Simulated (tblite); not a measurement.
Compound: C4H9NO2Si.
SMILES with atom numbers: `[CH2:1]=[C:2]([O:3][SiH3:4])[C:5](=[O:6])[NH:7][CH3:8]` (hydrogens: H9, H10 on C1; H11, H12, H13 on Si4; H14 on N7; H15, H16, H17 on C8)

A start from a force field or distance geometry was refined with GFN2-xTB geometry optimisation, gas phase (tblite 0.8.0). Values at the start:

| coordinate | start |
| --- | --- |
| C1=C2 | 1.344 Å |
| C1–H9 | 1.083 Å |
| C1–H10 | 1.095 Å |
| C2–O3 | 1.387 Å |
| C2–C5 | 1.498 Å |
| O3–Si4 | 1.688 Å |
| Si4–H11 | 1.487 Å |
| C5=O6 | 1.232 Å |
| C5–N7 | 1.374 Å |
| N7–C8 | 1.440 Å |
| N7–H14 | 1.011 Å |
| C8–H15 | 1.098 Å |
| C1–C2–O3 | 121.2° |
| C1–C2–C5 | 118.5° |
| C2–O3–Si4 | 116.5° |
| C2–C5–O6 | 122.3° |
| C2–C5–N7 | 113.9° |
| O3–C2–C5 | 119.8° |
| C5–N7–C8 | 122.3° |
| O6–C5–N7 | 123.8° |

Problem. How do these coordinates change at the GFN2-xTB level?

Solution. 
| coordinate | GFN2-xTB (Å or °) | change |
| --- | --- | --- |
| O3–Si4 | 1.632 | -0.056 |
| C2–O3 | 1.353 | -0.034 |
| Si4–H11 | 1.456 | -0.031 |
| C5–N7 | 1.348 | -0.026 |
| C1–H10 | 1.075 | -0.020 |
| C1=C2 | 1.328 | -0.016 |
| C5=O6 | 1.216 | -0.016 |
| C8–H15 | 1.089 | -0.009 |
| C1–H9 | 1.074 | -0.009 |
| C2–C5 | 1.503 | +0.005 |
| N7–H14 | 1.009 | -0.002 |
| N7–C8 | 1.439 | -0.001 |
| C2–O3–Si4 | 132.6 | +16.1 |
| O3–C2–C5 | 114.6 | -5.2 |
| C1–C2–O3 | 125.2 | +4.0 |
| C1–C2–C5 | 120.1 | +1.6 |
| C5–N7–C8 | 123.0 | +0.7 |
| C2–C5–N7 | 113.6 | -0.3 |
| O6–C5–N7 | 124.0 | +0.2 |
| C2–C5–O6 | 122.3 | 0.0 |

The energy falls by 0.383 eV over 219 L-BFGS steps, the largest force on an atom goes from 1.45 to 0.007 eV/Å, and the atoms move by 1.080 Å rms after alignment. The bond that changes most is O3–Si4 (silyl ether oxygen to oxygen-bound silicon), which shortens by 0.056 Å. Bonds longer at the end by more than 0.005 Å: 0 of 16; shorter: 11. Among the dihedrals that turn most is C1–C2–O3–Si4, from -99° to 0°. Rotational constants go from 2430, 1189, 891.9 to 3153, 998.1, 768.4 MHz.

Time: 1.6 s. Hardware: one thread of an Arm Neoverse V1, shared host with 32 logical CPUs at a one-minute load of 30.

Its GFN2-xTB frequencies are all real (lowest 50 cm⁻¹). The numbers are those of one conformer.

All values are computed, not measured.
